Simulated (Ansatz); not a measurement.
```yaml
crystal:
  periodic: [false, false, false]
  atoms:
    - {symbol: C, position_ang: [-0.609956, 0.359804, -1.735857]}
    - {symbol: P, position_ang: [0.034338, -0.094782, -0.032798]}
    - {symbol: C, position_ang: [1.786861, 0.511603, -0.105932]}
    - {symbol: C, position_ang: [0.131546, -1.826767, -0.022138]}
    - {symbol: In, position_ang: [-1.381604, 1.032806, 1.927939]}
    - {symbol: H, position_ang: [-0.643645, 1.427977, -1.806025]}
    - {symbol: H, position_ang: [0.030855, -0.049905, -2.533062]}
    - {symbol: H, position_ang: [-1.665831, -0.053281, -1.794390]}
    - {symbol: H, position_ang: [2.245124, 0.255036, 0.842605]}
    - {symbol: H, position_ang: [1.804241, 1.625867, -0.229791]}
    - {symbol: H, position_ang: [2.298291, 0.082844, -0.947655]}
    - {symbol: H, position_ang: [-0.899740, -2.290732, -0.052889]}
    - {symbol: H, position_ang: [0.697195, -2.264030, -0.843486]}
    - {symbol: H, position_ang: [0.627586, -2.131686, 0.939710]}
    - {symbol: H, position_ang: [-1.219323, 2.689416, 1.505666]}
    - {symbol: H, position_ang: [-2.925792, 0.294752, 1.595908]}
    - {symbol: H, position_ang: [-0.424189, 0.406217, 3.259258]}
basis:
  gaussian: {orbitals: def2-TZVP, point_charges: [{charge: 1.00, position_ang: [6.321, -0.694, -0.420]}]}
magnetization: {spin_polarized: true, initial_magnetization: 0}
hamiltonian: {xc: {name: BHLYP}, dispersion: d4}
output: {forces: true}
```

```sh
$ ansatz run in.yaml --threads 4 --pin off --events-out ev --progress --plain --max-ram 11315MiB
```

It prints (some lines left out):

```
Functional definition: BHLYP
2033 factors; their error is unknown
mean field evaluation 1: about -17758.8935 eV, gradient 4.0e1 eV
mean field evaluation 2: about -17761.1601 eV, gradient 3.2e1 eV
mean field evaluation 4: about -17765.9157 eV, gradient 8.3e-1 eV
mean field evaluation 8: about -17766.0305 eV, gradient 3.3e-1 eV
mean field evaluation 16: about -17766.0308 eV, gradient 1.3e-5 eV
mean field -17766.03079538 eV, -652.8895894821 hartree, gradient 1.3e-5 eV, S^2 0.000000; 0 other end points of the search recorded, 0 dependent functions left out
reference -17766.03104851 eV, -652.8895987845 hartree; 33, 33 occupied and 219, 219 virtual orbitals, 2033 factors
Total energy: -17766.57912780 eV, -652.9097403266 hartree
Atom 0 at    -0.609956     0.359804    -1.735857 Å, force    -0.632309    -1.454042     0.766337 eV/Å
Atom 1 at     0.034338    -0.094782    -0.032798 Å, force    -0.182954     2.660596    -1.360848 eV/Å
Atom 2 at     1.786861     0.511603    -0.105932 Å, force    -0.765966     0.946843     0.177225 eV/Å
Atom 3 at     0.131546    -1.826767    -0.022138 Å, force    -0.243727    -2.825587     0.852547 eV/Å
Atom 4 at    -1.381604     1.032806     1.927939 Å, force    -0.241776    -0.204268     0.404399 eV/Å
Atom 5 at    -0.643645     1.427977    -1.806025 Å, force    -0.099130     0.366087    -0.063966 eV/Å
Atom 6 at     0.030855    -0.049905    -2.533062 Å, force    -0.491304     0.140496     0.405525 eV/Å
Atom 7 at    -1.665831    -0.053281    -1.794390 Å, force     1.506490     0.608544    -0.142311 eV/Å
Atom 8 at     2.245124     0.255036     0.842605 Å, force     0.198149     0.043274    -0.103893 eV/Å
Atom 9 at     1.804241     1.625867    -0.229791 Å, force    -0.172282    -1.201503     0.261568 eV/Å
Atom 10 at     2.298291     0.082844    -0.947655 Å, force     0.297578    -0.296188    -0.216019 eV/Å
Atom 11 at    -0.899740    -2.290732    -0.052889 Å, force     1.298841     0.692083     0.201041 eV/Å
Atom 12 at     0.697195    -2.264030    -0.843486 Å, force    -0.026955     0.147390     0.042123 eV/Å
Atom 13 at     0.627586    -2.131686     0.939710 Å, force    -0.687808     0.154670    -0.996371 eV/Å
Atom 14 at    -1.219323     2.689416     1.505666 Å, force     0.132617     0.164853    -0.092996 eV/Å
Atom 15 at    -2.925792     0.294752     1.595908 Å, force     0.160983    -0.019102     0.008801 eV/Å
Atom 16 at    -0.424189     0.406217     3.259258 Å, force    -0.066732     0.057352    -0.165159 eV/Å
Dipole moment:     0.323338    -0.486718    -0.856489 e Å
```

Hardware: 4 threads of an Arm Neoverse V2 on a shared host. Wall time 12 s, peak host memory 1.1 GiB.
